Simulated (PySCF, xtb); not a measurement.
C2H5Cl2GeN, SMILES C/C=[N]/[GeH]([Cl])[Cl].

GFN2-xTB in xtb at its own geometry gives an orbital gap of 3.23 eV and a dipole moment of 4.30 D.

Geometry optimised at TPSSh-D3(BJ)/def2-SVP. The structure was generated by enumeration; whether it is a known compound was not checked. Other conformers were not sampled.

**Question.** What does M06-2X/def2-TZVP (PySCF) give? (An estimate is asked for; the answer gives what the named calculation found.)

**Answer.** gap 8.92 eV (levels -9.06 and -0.14 eV), dipole 4.10 D.
